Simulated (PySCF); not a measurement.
Species: C₂H₁₁BO₂Si₂.
Bonds: C1–O2, O2–B3, B3–O4, O4–C5, B3–Si6, Si6–Si7. Hydrogens: H8, H9, H10 on C1; H11, H12, H13 on C5; H14, H15 on Si6; H16, H17, H18 on Si7.

Torsions of this conformer, `[CH3:1][O:2][B:3]([O:4][CH3:5])[SiH2:6][SiH3:7]`: C1–O2–B3–O4 0°, O2–B3–O4–C5 -179°, O2–B3–Si6–Si7 -1°.

The closed-shell ground state was solved at several levels (PySCF, density fitting, gas phase, non-relativistic). Geometry: PBE0-D3(BJ)/def2-SVP, one conformer, isolated molecule.

| level | basis functions | HOMO (eV) | LUMO (eV) | gap (eV) | dipole (D) |
| --- | --- | --- | --- | --- | --- |
| wB97X-D/pcSseg-1 | 188 | -9.57 | 1.64 | 11.21 | 2.55 |
| CAM-B3LYP/def2-SVPD | 242 | -9.01 | 0.89 | 9.90 | 2.35 |

(1) What might PBE0/pcSseg-1 (188 basis functions) give for the same quantities?

(2) Over all these levels, which gives the widest orbital gap and which the narrowest?

(3) How far do the dipole and the HOMO energy spread over the levels?

Results:

(1) HOMO -7.76 eV, LUMO -0.15 eV, gap 7.61 eV, dipole 2.54 D.

(2) wB97X-D/pcSseg-1 (range-separated hybrid) has the widest, 11.21 eV, and PBE0/pcSseg-1 (global hybrid, 25 % exact exchange) the narrowest, 7.61 eV. The two share the basis. From the narrowest to the widest the HOMO moves by -1.81 eV and the LUMO by +1.79 eV.

(3) The dipole runs from 2.35 to 2.55 D (mean 2.48 D) and the HOMO from -9.57 to -7.76 eV.
